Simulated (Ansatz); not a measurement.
## Molecular dynamics of C3H10B2S

Input:

```yaml
crystal:
  periodic: [false, false, false]
  atoms:
    - { symbol: B, position_ang: [-0.543936, -2.479202, -0.706589] }
    - { symbol: S, position_ang: [-0.070355, -0.952124, -1.555647] }
    - { symbol: C, position_ang: [0.727452, 0.190994, -0.15563] }
    - { symbol: C, position_ang: [1.893214, 0.964847, -0.767072] }
    - { symbol: B, position_ang: [-0.591698, 0.976321, 0.198313] }
    - { symbol: C, position_ang: [-1.525408, 0.611087, 1.403315] }
    - { symbol: H, position_ang: [-0.352438, -2.618468, 0.458458] }
    - { symbol: H, position_ang: [-1.034356, -3.321979, -1.385606] }
    - { symbol: H, position_ang: [1.063996, -0.513678, 0.610757] }
    - { symbol: H, position_ang: [2.32963, 1.625206, -0.0058] }
    - { symbol: H, position_ang: [2.685379, 0.30106, -1.130218] }
    - { symbol: H, position_ang: [1.559777, 1.593587, -1.599166] }
    - { symbol: H, position_ang: [-0.86885, 1.910653, -0.502657] }
    - { symbol: H, position_ang: [-1.395866, 1.394795, 2.170912] }
    - { symbol: H, position_ang: [-1.311029, -0.352148, 1.879692] }
    - { symbol: H, position_ang: [-2.588413, 0.646449, 1.131139] }
basis:
  gaussian: { orbitals: "6-31G" }
hamiltonian:
  xc: b3lyp
md:
  timestep: 2.0
  n_steps: 40
  ensemble: nve
  temperature: 400.0
  initial_velocities: maxwell_boltzmann
  seed: 549755
scf:
  lower_state_search: "off"
```

Run as:

```bash
$ ansatz run input.yaml --threads 1 --pin off --max-ram 2048MiB --backend cpu --events-out ev --progress --plain --runs-dir out
```

It starts from a relaxed structure.

Output, in part (step lines, the closing report, with atoms numbered from 0):

```
md step     0: t =     0.00 fs  T =   400.0 K  F+E_penalty+E_count = -15461.09188354 eV  E_kin = 0.723856 eV  conserved = -15460.36802754 eV  (16 SCF iters)
md step     1: t =     2.00 fs  T =   304.1 K  F+E_penalty+E_count = -15460.86097555 eV  E_kin = 0.550233 eV  conserved = -15460.31074287 eV  (18 SCF iters)
md step     2: t =     4.00 fs  T =   262.8 K  F+E_penalty+E_count = -15460.80035678 eV  E_kin = 0.475537 eV  conserved = -15460.32481933 eV  (18 SCF iters)
md step     3: t =     6.00 fs  T =   239.1 K  F+E_penalty+E_count = -15460.78212761 eV  E_kin = 0.432622 eV  conserved = -15460.34950600 eV  (18 SCF iters)
md step     4: t =     8.00 fs  T =   152.4 K  F+E_penalty+E_count = -15460.56585977 eV  E_kin = 0.275856 eV  conserved = -15460.29000338 eV  (18 SCF iters)
md step     5: t =    10.00 fs  T =   214.0 K  F+E_penalty+E_count = -15460.73950997 eV  E_kin = 0.387195 eV  conserved = -15460.35231542 eV  (18 SCF iters)
md step     6: t =    12.00 fs  T =   193.5 K  F+E_penalty+E_count = -15460.67045793 eV  E_kin = 0.350221 eV  conserved = -15460.32023722 eV  (18 SCF iters)
md step     7: t =    14.00 fs  T =   192.8 K  F+E_penalty+E_count = -15460.66702549 eV  E_kin = 0.348902 eV  conserved = -15460.31812315 eV  (19 SCF iters)
md step     8: t =    16.00 fs  T =   225.5 K  F+E_penalty+E_count = -15460.75968413 eV  E_kin = 0.408149 eV  conserved = -15460.35153540 eV  (18 SCF iters)
md step     9: t =    18.00 fs  T =   172.3 K  F+E_penalty+E_count = -15460.61230309 eV  E_kin = 0.311881 eV  conserved = -15460.30042195 eV  (18 SCF iters)
md step    10: t =    20.00 fs  T =   209.2 K  F+E_penalty+E_count = -15460.72570508 eV  E_kin = 0.378497 eV  conserved = -15460.34720776 eV  (18 SCF iters)
md step    11: t =    22.00 fs  T =   185.1 K  F+E_penalty+E_count = -15460.65588806 eV  E_kin = 0.334911 eV  conserved = -15460.32097665 eV  (18 SCF iters)
md step    12: t =    24.00 fs  T =   168.8 K  F+E_penalty+E_count = -15460.62955389 eV  E_kin = 0.305416 eV  conserved = -15460.32413770 eV  (19 SCF iters)
md step    13: t =    26.00 fs  T =   170.8 K  F+E_penalty+E_count = -15460.64915732 eV  E_kin = 0.309085 eV  conserved = -15460.34007241 eV  (18 SCF iters)
md step    14: t =    28.00 fs  T =   132.5 K  F+E_penalty+E_count = -15460.54616302 eV  E_kin = 0.239806 eV  conserved = -15460.30635677 eV  (18 SCF iters)
md step    15: t =    30.00 fs  T =   174.3 K  F+E_penalty+E_count = -15460.66251242 eV  E_kin = 0.315482 eV  conserved = -15460.34703064 eV  (18 SCF iters)
md step    16: t =    32.00 fs  T =   151.9 K  F+E_penalty+E_count = -15460.59324536 eV  E_kin = 0.274869 eV  conserved = -15460.31837619 eV  (18 SCF iters)
md step    17: t =    34.00 fs  T =   168.1 K  F+E_penalty+E_count = -15460.62335482 eV  E_kin = 0.304282 eV  conserved = -15460.31907238 eV  (19 SCF iters)
md step    18: t =    36.00 fs  T =   223.3 K  F+E_penalty+E_count = -15460.75349273 eV  E_kin = 0.404053 eV  conserved = -15460.34943943 eV  (18 SCF iters)
md step    19: t =    38.00 fs  T =   195.0 K  F+E_penalty+E_count = -15460.65515337 eV  E_kin = 0.352932 eV  conserved = -15460.30222130 eV  (18 SCF iters)
md step    20: t =    40.00 fs  T =   258.4 K  F+E_penalty+E_count = -15460.81454043 eV  E_kin = 0.467526 eV  conserved = -15460.34701432 eV  (18 SCF iters)
md step    21: t =    42.00 fs  T =   249.2 K  F+E_penalty+E_count = -15460.77849292 eV  E_kin = 0.450896 eV  conserved = -15460.32759670 eV  (18 SCF iters)
md step    22: t =    44.00 fs  T =   222.0 K  F+E_penalty+E_count = -15460.71722025 eV  E_kin = 0.401785 eV  conserved = -15460.31543523 eV  (19 SCF iters)
md step    23: t =    46.00 fs  T =   249.4 K  F+E_penalty+E_count = -15460.79731542 eV  E_kin = 0.451285 eV  conserved = -15460.34603087 eV  (18 SCF iters)
md step    24: t =    48.00 fs  T =   196.3 K  F+E_penalty+E_count = -15460.67019639 eV  E_kin = 0.355146 eV  conserved = -15460.31505083 eV  (18 SCF iters)
md step    25: t =    50.00 fs  T =   199.6 K  F+E_penalty+E_count = -15460.69147282 eV  E_kin = 0.361289 eV  conserved = -15460.33018411 eV  (18 SCF iters)
md step    26: t =    52.00 fs  T =   203.1 K  F+E_penalty+E_count = -15460.70242026 eV  E_kin = 0.367610 eV  conserved = -15460.33480984 eV  (18 SCF iters)
md step    27: t =    54.00 fs  T =   168.4 K  F+E_penalty+E_count = -15460.62220432 eV  E_kin = 0.304728 eV  conserved = -15460.31747605 eV  (18 SCF iters)
md step    28: t =    56.00 fs  T =   173.5 K  F+E_penalty+E_count = -15460.65029071 eV  E_kin = 0.313909 eV  conserved = -15460.33638208 eV  (18 SCF iters)
md step    29: t =    58.00 fs  T =   152.7 K  F+E_penalty+E_count = -15460.59546569 eV  E_kin = 0.276364 eV  conserved = -15460.31910203 eV  (18 SCF iters)
md step    30: t =    60.00 fs  T =   158.8 K  F+E_penalty+E_count = -15460.62037450 eV  E_kin = 0.287289 eV  conserved = -15460.33308580 eV  (18 SCF iters)
md step    31: t =    62.00 fs  T =   155.8 K  F+E_penalty+E_count = -15460.60328852 eV  E_kin = 0.281880 eV  conserved = -15460.32140818 eV  (18 SCF iters)
md step    32: t =    64.00 fs  T =   179.4 K  F+E_penalty+E_count = -15460.65132656 eV  E_kin = 0.324679 eV  conserved = -15460.32664757 eV  (19 SCF iters)
md step    33: t =    66.00 fs  T =   203.3 K  F+E_penalty+E_count = -15460.70255813 eV  E_kin = 0.367846 eV  conserved = -15460.33471238 eV  (18 SCF iters)
md step    34: t =    68.00 fs  T =   198.9 K  F+E_penalty+E_count = -15460.67581825 eV  E_kin = 0.359915 eV  conserved = -15460.31590361 eV  (18 SCF iters)
md step    35: t =    70.00 fs  T =   228.6 K  F+E_penalty+E_count = -15460.75415730 eV  E_kin = 0.413704 eV  conserved = -15460.34045317 eV  (18 SCF iters)
md step    36: t =    72.00 fs  T =   192.7 K  F+E_penalty+E_count = -15460.67088765 eV  E_kin = 0.348657 eV  conserved = -15460.32223070 eV  (18 SCF iters)
md step    37: t =    74.00 fs  T =   183.3 K  F+E_penalty+E_count = -15460.65155755 eV  E_kin = 0.331716 eV  conserved = -15460.31984121 eV  (18 SCF iters)
md step    38: t =    76.00 fs  T =   205.4 K  F+E_penalty+E_count = -15460.71489638 eV  E_kin = 0.371717 eV  conserved = -15460.34317950 eV  (18 SCF iters)
md step    39: t =    78.00 fs  T =   165.1 K  F+E_penalty+E_count = -15460.60762271 eV  E_kin = 0.298838 eV  conserved = -15460.30878447 eV  (18 SCF iters)
md step    40: t =    80.00 fs  T =   198.3 K  F+E_penalty+E_count = -15460.69231485 eV  E_kin = 0.358907 eV  conserved = -15460.33340757 eV  (18 SCF iters)
Total energy: -15460.69258063 eV, -568.1699727045 hartree
Atom 0 at    -0.700910    -2.426444    -0.597954 Å, force     0.463991    -1.150964    -1.042687 eV/Å
Atom 1 at    -0.111516    -0.959713    -1.489132 Å, force     0.052843     0.305194    -0.117964 eV/Å
Atom 2 at     0.819239     0.226320    -0.177051 Å, force     0.410163     0.591153    -0.735637 eV/Å
Atom 3 at     1.960804     1.057779    -0.839850 Å, force    -0.185123     0.008159     0.721607 eV/Å
Atom 4 at    -0.456012     1.039952     0.244325 Å, force    -0.881614     0.158573     0.292441 eV/Å
Atom 5 at    -1.582771     0.421305     1.226399 Å, force     2.154180     0.692495    -0.016828 eV/Å
Atom 6 at    -0.326090    -2.717142     0.481463 Å, force    -0.199986     0.238906     0.427944 eV/Å
Atom 7 at    -1.214495    -3.306087    -1.303632 Å, force     0.121366     0.978210     0.567399 eV/Å
Atom 8 at     1.221979    -0.445519     0.549543 Å, force     0.200324    -0.672284     0.664307 eV/Å
Atom 9 at     2.395515     1.727026    -0.054540 Å, force    -0.386936    -0.327461    -0.338937 eV/Å
Atom 10 at     2.819377     0.476934    -1.218695 Å, force    -0.506977    -0.038435    -0.134374 eV/Å
Atom 11 at     1.532433     1.712160    -1.606500 Å, force     0.256433    -0.119863    -0.160279 eV/Å
Atom 12 at    -0.517072     2.157108    -0.231056 Å, force    -0.264842    -0.297769     0.194391 eV/Å
Atom 13 at    -1.664148     1.028273     2.139674 Å, force     0.112596    -0.007798     0.048902 eV/Å
Atom 14 at    -1.275187    -0.581234     1.479337 Å, force     0.084877    -0.562443     0.532762 eV/Å
Atom 15 at    -2.562592     0.340254     0.848413 Å, force    -1.431294     0.204325    -0.903047 eV/Å
Dipole moment:     0.171341     0.106371     0.319449 e Å
```

All steps were run. The conserved energy stayed within 4.9 meV per atom of its start (net change 2.2 meV per atom), so there is no drift, though single steps change it by up to 62 meV in the whole system, a sign of fast motions only just resolved. The temperature averaged 0.49 of the 400 K drawn at the start: a run that starts near a minimum puts about half its kinetic energy into the potential. A step of 2 fs is long for free X–H stretches (periods near 10 fs) and can bias their spread and the temperature. A run of 0.08 ps of so small a system gives no equilibrium averages. Limits of this set-up: no polarisation functions.

The same pairs are bonded in the first frame and the last. Pairs count as bonded within 1.25 times the sum of covalent radii (0.12 Å more for H–H).

Last frame:

```xyz
16
Properties=species:S:1:pos:R:3
B -0.701 -2.426 -0.598
S -0.112 -0.960 -1.489
C 0.819 0.226 -0.177
C 1.961 1.058 -0.840
B -0.456 1.040 0.244
C -1.583 0.421 1.226
H -0.326 -2.717 0.481
H -1.214 -3.306 -1.304
H 1.222 -0.446 0.549
H 2.396 1.727 -0.054
H 2.819 0.477 -1.219
H 1.532 1.712 -1.607
H -0.517 2.157 -0.231
H -1.664 1.028 2.140
H -1.275 -0.581 1.479
H -2.563 0.340 0.848
```

The run took 2.5 min on 1 thread of Arm Neoverse V2 (shared host), peak memory 0.16 GiB.
